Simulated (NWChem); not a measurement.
The numbers come from NWChem runs, not from measurements. System: C$_{4}$H$_{5}$FSi, charge 0, spin multiplicity 1, at a geometry optimised with PBE/def2-SVP. The structure started from a generated list of species. Level: MP2/def2-SVP, 10 core orbitals frozen.

The NWChem input:

```
start mol
memory heap 200 mb stack 800 mb global 1000 mb
geometry units angstroms nocenter noautoz noautosym
  F     -3.608831     0.609454    -0.077788
  C     -2.329903     0.445489     0.265572
  C     -1.385520     0.131810    -0.652033
  C     -0.020652    -0.049531    -0.324130
  C      1.177625    -0.213865    -0.066579
  Si     2.951684    -0.456810     0.317796
  H     -2.141439     0.590113     1.342585
  H     -1.702882     0.013579    -1.703547
  H      3.564609     0.835297     0.783268
  H      3.109613    -1.485101     1.403736
  H      3.676701    -0.927053    -0.912077
end
basis spherical
  * library def2-svp
end
scf
  rhf
  nopen 0
  maxiter 100
  thresh 1e-7
  semidirect memsize 60000000 filesize 0
end
mp2
  freeze core 10
end
task mp2 energy
```

Output (cleaned and shortened):

```
             Northwest Computational Chemistry Package (NWChem) 7.3.0
             --------------------------------------------------------

                                NWChem Input Module
                                -------------------

 Scaling coordinates for geometry "geometry" by  1.889725989
 (inverse scale =  0.529177249)

                             Geometry "geometry" -> ""
                             -------------------------

 Output coordinates in angstroms (scale by  1.889725989 to convert to a.u.)

  No.       Tag          Charge          X              Y              Z
 ---- ---------------- ---------- -------------- -------------- --------------
    1 F                    9.0000    -3.60883100     0.60945400    -0.07778800
    2 C                    6.0000    -2.32990300     0.44548900     0.26557200
    3 C                    6.0000    -1.38552000     0.13181000    -0.65203300
    4 C                    6.0000    -0.02065200    -0.04953100    -0.32413000
    5 C                    6.0000     1.17762500    -0.21386500    -0.06657900
    6 Si                  14.0000     2.95168400    -0.45681000     0.31779600
    7 H                    1.0000    -2.14143900     0.59011300     1.34258500
    8 H                    1.0000    -1.70288200     0.01357900    -1.70354700
    9 H                    1.0000     3.56460900     0.83529700     0.78326800
   10 H                    1.0000     3.10961300    -1.48510100     1.40373600
   11 H                    1.0000     3.67670100    -0.92705300    -0.91207700

 Effective nuclear repulsion energy (a.u.)     225.1770099505

            Nuclear Dipole moment (a.u.)
            ----------------------------
        X                 Y               Z
 ---------------- ---------------- ----------------
    -0.0000018897    -0.0000018897    -0.0000056692


 Summary of "ao basis" -> "" (spherical)
 ------------------------------------------------------------------------------
       Tag                 Description            Shells   Functions and Types
 ---------------- ------------------------------  ------  ---------------------
 *                          def2-svp                  on all atoms

 Summary of "ao basis" -> "ao basis" (spherical)
 ------------------------------------------------------------------------------
       Tag                 Description            Shells   Functions and Types
 ---------------- ------------------------------  ------  ---------------------
 F                          def2-svp                 6       14   3s2p1d
 C                          def2-svp                 6       14   3s2p1d
 Si                         def2-svp                 8       18   4s3p1d
 H                          def2-svp                 3        5   2s1p

                                 NWChem SCF Module
                                 -----------------

  ao basis        = "ao basis"
  functions       =   113
  atoms           =    11
  closed shells   =    26
  open shells     =     0
  charge          =   0.00
  wavefunction    = RHF
  use symmetry    = F
  symmetry adapt  = F

 Summary of "ao basis" -> "ao basis" (spherical)
 ------------------------------------------------------------------------------
       Tag                 Description            Shells   Functions and Types
 ---------------- ------------------------------  ------  ---------------------
 F                          def2-svp                 6       14   3s2p1d
 C                          def2-svp                 6       14   3s2p1d
 Si                         def2-svp                 8       18   4s3p1d
 H                          def2-svp                 3        5   2s1p

 Forming initial guess at       0.1s

      Superposition of Atomic Density Guess
      -------------------------------------

 Sum of atomic energies:        -541.02669287

      Non-variational initial energy
      ------------------------------

 Total energy =    -543.763190
 1-e energy   =   -1190.850424
 2-e energy   =     421.910224
 HOMO         =      -0.259654
 LUMO         =      -0.020099

 Starting SCF solution at       1.5s

 ----------------------------------------------
         Quadratically convergent ROHF

 Convergence threshold     :          1.000E-07
 Maximum no. of iterations :          100
 Final Fock-matrix accuracy:          1.000E-09
 ----------------------------------------------

              iter       energy          gnorm     gmax       time
             ----- ------------------- --------- --------- --------
                 1     -542.2865707699  1.06D+00  1.80D-01      1.6
                 2     -542.3667349161  3.96D-01  6.37D-02      1.9
                 3     -542.3816971548  3.32D-02  1.21D-02      2.3
                 4     -542.3818290424  5.05D-04  1.24D-04      2.9
                 5     -542.3818290881  8.20D-08  2.29D-08      4.1

       Final RHF  results
       ------------------

         Total SCF energy =   -542.381829088104
      One-electron energy =  -1193.669341952059
      Two-electron energy =    426.110502913425
 Nuclear repulsion energy =    225.177009950530

        Time for solution =      2.6s

             Final eigenvalues
             -----------------

              1
    1  -68.7797
    2  -26.3223
    3  -11.3664
    4  -11.2810
    5  -11.2682
    6  -11.2342
    7   -6.1475
    8   -4.2584
    9   -4.2579
   10   -4.2579
   11   -1.6253
   12   -1.0966
   13   -0.9969
   14   -0.8695
   15   -0.7798
   16   -0.7514
   17   -0.7231
   18   -0.7116
   19   -0.6496
   20   -0.5837
   21   -0.5581
   22   -0.5006
   23   -0.4953
   24   -0.4659
   25   -0.3970
   26   -0.3464
   27    0.0856
   28    0.1275
   29    0.1715
   30    0.1916
   31    0.2018
   32    0.2176
   33    0.2468
   34    0.2594
   35    0.2949
   36    0.3122

                       ROHF Final Molecular Orbital Analysis
                       -------------------------------------

 Vector   24  Occ=2.000000D+00  E=-4.659403D-01
              MO Center=  2.9D-01, -6.5D-04,  2.5D-02, r^2= 6.3D+00
   Bfn.  Coefficient  Atom+Function         Bfn.  Coefficient  Atom+Function
  ----- ------------  ---------------      ----- ------------  ---------------
    33      0.285214   3 C  py               47      0.254589   4 C  py
    36      0.193404   3 C  py               19      0.189991   2 C  py
    99     -0.188497   9 H  s               104      0.168368  10 H  s
    61      0.160492   5 C  py

 Vector   25  Occ=2.000000D+00  E=-3.969514D-01
              MO Center=  7.5D-01, -1.8D-01, -2.2D-01, r^2= 2.6D+00
   Bfn.  Coefficient  Atom+Function         Bfn.  Coefficient  Atom+Function
  ----- ------------  ---------------      ----- ------------  ---------------
    48      0.369498   4 C  pz               62      0.361289   5 C  pz
    65      0.254127   5 C  pz               51      0.251710   4 C  pz

 Vector   26  Occ=2.000000D+00  E=-3.463668D-01
              MO Center= -4.5D-01,  6.8D-02, -1.0D-01, r^2= 4.2D+00
   Bfn.  Coefficient  Atom+Function         Bfn.  Coefficient  Atom+Function
  ----- ------------  ---------------      ----- ------------  ---------------
    61     -0.317756   5 C  py               19      0.292354   2 C  py
    33      0.257390   3 C  py               64     -0.248262   5 C  py
    36      0.235666   3 C  py               47     -0.231705   4 C  py
    22      0.204574   2 C  py               50     -0.178076   4 C  py
     5      0.151535   1 F  py

 Vector   27  Occ=0.000000D+00  E= 8.556387D-02
              MO Center= -4.5D-01,  7.6D-02, -1.6D-02, r^2= 5.6D+00
   Bfn.  Coefficient  Atom+Function         Bfn.  Coefficient  Atom+Function
  ----- ------------  ---------------      ----- ------------  ---------------
    22      0.508266   2 C  py               82      0.394868   6 Si py
    19      0.351892   2 C  py              100     -0.346857   9 H  s
    36     -0.337515   3 C  py               64      0.327198   5 C  py
   105      0.308359  10 H  s                50     -0.285009   4 C  py
    61      0.219136   5 C  py               47     -0.214626   4 C  py

 Vector   28  Occ=0.000000D+00  E= 1.275232D-01
              MO Center=  1.2D+00, -2.2D-01, -7.2D-02, r^2= 5.3D+00
   Bfn.  Coefficient  Atom+Function         Bfn.  Coefficient  Atom+Function
  ----- ------------  ---------------      ----- ------------  ---------------
    83      0.812642   6 Si pz              110      0.734612  11 H  s
    95     -0.490512   8 H  s               105     -0.431188  10 H  s
    51     -0.404887   4 C  pz               31      0.358387   3 C  s
    65      0.350081   5 C  pz              100     -0.304622   9 H  s
    48     -0.298786   4 C  pz               17      0.296583   2 C  s

 Vector   29  Occ=0.000000D+00  E= 1.714792D-01
              MO Center=  3.2D+00, -4.9D-01,  4.1D-01, r^2= 4.1D+00
   Bfn.  Coefficient  Atom+Function         Bfn.  Coefficient  Atom+Function
  ----- ------------  ---------------      ----- ------------  ---------------
    81      1.737728   6 Si px               63      1.150588   5 C  px
    49      0.603813   4 C  px               45      0.566550   4 C  s
   110     -0.502487  11 H  s                59      0.473457   5 C  s
   105     -0.444036  10 H  s               100     -0.434766   9 H  s
    74     -0.415358   6 Si s                31      0.412116   3 C  s

 center of mass
 --------------
 x =  -0.19134191 y =   0.02993962 z =  -0.01873986

 moments of inertia (a.u.)
 ------------------
         137.692709509998         369.212976101011        -135.310974901093
         369.212976101011        2346.441595232206          14.315834669366
        -135.310974901093          14.315834669366        2352.885737499008

  Mulliken analysis of the total density
  --------------------------------------

    Atom       Charge   Shell Charges
 -----------   ------   -------------------------------------------------------
    1 F    9     9.31   1.99  1.13  0.80  3.33  2.04  0.01
    2 C    6     5.65   1.99  0.89  0.19  1.87  0.63  0.09
    3 C    6     6.16   1.99  0.87  0.29  2.05  0.91  0.04
    4 C    6     5.96   1.99  0.91  0.22  1.94  0.86  0.04
    5 C    6     6.42   1.99  0.90  0.39  1.94  1.17  0.03
    6 Si  14    13.29   2.00  1.99  0.94  0.15  5.94  1.23  0.80  0.24
    7 H    1     0.92   0.74  0.15  0.03
    8 H    1     0.89   0.73  0.14  0.03
    9 H    1     1.13   0.74  0.38  0.01
   10 H    1     1.13   0.74  0.38  0.01
   11 H    1     1.13   0.74  0.38  0.01

       Multipole analysis of the density wrt the origin
       ------------------------------------------------

     L   x y z        total         open         nuclear
     -   - - -        -----         ----         -------
     0   0 0 0     -0.000000      0.000000     52.000000

     1   1 0 0      0.060061      0.000000     -0.000002
     1   0 1 0      0.023727      0.000000     -0.000002
     1   0 0 1      0.206840      0.000000     -0.000006

     2   2 0 0    -34.759385      0.000000   1196.231417
     2   1 1 0      0.030954      0.000000   -192.252079
     2   1 0 1     -0.637380      0.000000     74.157298
     2   0 2 0    -33.850477      0.000000     42.708534
     2   0 1 1      0.629061      0.000000     -6.781014
     2   0 0 2    -30.792032      0.000000     47.208988

                   NWChem MP2 Semi-direct Energy/Gradient Module
                   ---------------------------------------------

  Basis functions       =    113
  Molecular orbitals    =    113
  Frozen core           =     10
  Frozen virtuals       =      0
  Active alpha occupied =     16
  Active beta occupied  =     16
  Active alpha virtual  =     87
  Active beta virtual   =     87
  Use MO symmetry       = F
  Use skeleton AO sym   = F

  AO/Fock/Back tols     =   1.0D-09  1.0D-09  1.0D-09

 GA uses MA = F    GA memory limited = T

 Available:
  local mem=  1.15D+08
 global mem=  1.31D+08
 local disk=  0.00D+00
  mp2_memr nvloc                    87
  nvloc new                    87
   1 passes of  16:        3145728                      61544                  25673682.
   1 passes of  16: M    114683663           G      131046462           F     111537935.

 Semi-direct pass number   1 of   1  for RHF alpha+beta  at        4.2s
  vrange nnbf                  5420
  mp2_eaftype                    97  avail_ma_in_mb                   999
 EAF : mp2_eaftype filesize          97   12836841.
  mp2_eaf for mointskh                     97
Node 0 wrote     60.4 Mb in      0.0 s     Agg I/O rate:  1828.9 Mb/s
 Done moints_semi at        7.5s
  mp2_eaftype                    97  avail_ma_in_mb                   902
 EAF : mp2_eaftype filesize          97   12836841.
  mp2_eaf for kh                    97
 Done maket at        7.7s
 Done multipass loop at        7.7s

          -------------------------------------------
          SCF energy                -542.381829088104
          Correlation energy          -0.791957796477
          Singlet pairs               -0.499477528695
          Triplet pairs               -0.292480267781
          Total MP2 energy          -543.173786884581
          -------------------------------------------

          ---------------------------------------------------
                    Spin Component Scaled (SCS) MP2
          Same spin pairs                     -0.194986845188
          Same spin scaling factor             0.333333333333
          Opposite spin pairs                 -0.596970951289
          Opposite spin scaling fact.          1.200000000000
          SCS-MP2 correlation energy          -0.781360756609
          Total SCS-MP2 energy              -543.163189844713
          ---------------------------------------------------

 -----------------------
 Performance information
 -----------------------

 Timer overhead =  1.73D-07 seconds/call

               Nr. of calls         CPU time (s)                 Wall time (s)                GFlops
             ---------------    -------------------     ------------------------------   -------------------
Name         Min   Avg   Max    Min     Avg     Max     Min     Avg     Max   Mx/calls   Min     Max     Sum
mp2: moin     1     1     1    3.3     3.3     3.3      3.3     3.3     3.3     3.3      0.0     0.0     0.0
mp2: make     1     1     1   0.29    0.29    0.29     0.29    0.29    0.29    0.29      0.0     0.0     0.0
mp2: tota     1     1     1    3.6     3.6     3.6      3.6     3.6     3.6     3.6      0.0     0.0     0.0

 The average no. of pstat calls per process was 3.00D+00
 with a timing overhead of 5.19D-07s

 Task  times  cpu:        7.7s     wall:        7.7s

 Total times  cpu:        7.8s     wall:        7.8s
```
